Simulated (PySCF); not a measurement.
## `[SiH2](O/C=C\C)SCC`, C5H12OSSi

Geometry:
| atom | x (Å) | y (Å) | z (Å) |
| --- | --- | --- | --- |
| C1 | -3.270 | -0.186 | 0.463 |
| C2 | -2.625 | 0.519 | -0.687 |
| C3 | -1.340 | 0.466 | -1.000 |
| O4 | -0.375 | -0.225 | -0.354 |
| Si5 | 0.038 | -0.521 | 1.181 |
| S6 | 1.941 | -1.477 | 1.011 |
| C7 | 2.661 | -0.702 | -0.485 |
| C8 | 3.091 | 0.731 | -0.247 |
| H9 | -4.351 | -0.096 | 0.407 |
| H10 | -3.006 | -1.242 | 0.458 |
| H11 | -2.937 | 0.234 | 1.412 |
| H12 | -3.262 | 1.115 | -1.322 |
| H13 | -0.947 | 0.986 | -1.866 |
| H14 | -0.801 | -1.489 | 1.867 |
| H15 | 0.146 | 0.737 | 1.917 |
| H16 | 3.515 | -1.329 | -0.738 |
| H17 | 1.918 | -0.771 | -1.278 |
| H18 | 3.586 | 1.120 | -1.135 |
| H19 | 3.783 | 0.782 | 0.591 |
| H20 | 2.230 | 1.358 | -0.024 |

Theory: GIAO PBE/pcSseg-1 magnetisability, rotational g tensor and spin-rotation constants, non-relativistic, gas phase (PySCF 2.14.0). Geometry: GFN2-xTB.

Give the nuclear spin-rotation constants along the inertial axes (H = +C I·J) beside the isotropic shieldings.

Rotational constants 2.8130, 0.7305, 0.6264 GHz. A star marks the isotopologue with that one atom substituted, in its own axes.
```tsv
atom	isotope	Caa (kHz)	Cbb (kHz)	Ccc (kHz)	mean (kHz)	σ (ppm)
H9	1H	0.099	-0.083	-0.072	-0.019	30.0
H10	1H	-0.220	-0.048	-0.026	-0.098	29.6
H11	1H	-0.226	-0.067	-0.011	-0.101	29.8
H12	1H	0.004	-0.013	-0.074	-0.028	26.7
H13	1H	-0.279	0.067	-0.063	-0.092	25.2
H14	1H	-0.165	0.020	-0.050	-0.065	25.7
H15	1H	-0.244	-0.057	0.037	-0.088	25.5
H16	1H	0.010	-0.081	-0.044	-0.038	29.1
H17	1H	-0.050	-0.061	-0.038	-0.050	28.3
H18	1H	-0.262	0.003	-0.067	-0.109	30.3
H19	1H	-0.122	-0.063	-0.042	-0.076	30.3
H20	1H	-0.027	-0.081	-0.048	-0.052	30.4
C1	13C*	0.449	0.097	0.078	0.208	170.1
C2	13C*	0.908	0.281	0.095	0.428	73.5
C3	13C*	0.905	0.347	0.145	0.466	35.7
O4	17O*	-0.477	-0.159	-0.033	-0.223	218.3
Si5	29Si*	-1.690	-0.466	-0.404	-0.853	353.8
S6	33S*	0.705	0.112	0.152	0.323	588.5
C7	13C*	0.528	0.108	0.100	0.245	152.9
C8	13C*	0.480	0.100	0.092	0.224	162.1
```
For the geometry as given, no vibrational averaging.

How do the rotational constants and the g tensor change when H9, H10, H11, H12, H13, H14, H15, H16, H17, H18, H19, H20 are replaced by deuterium?

Constants 2.3155, 0.6335, 0.5446 GHz; g -0.0342, -0.0051, -0.0041, against -0.0414, -0.0059, -0.0047 before.
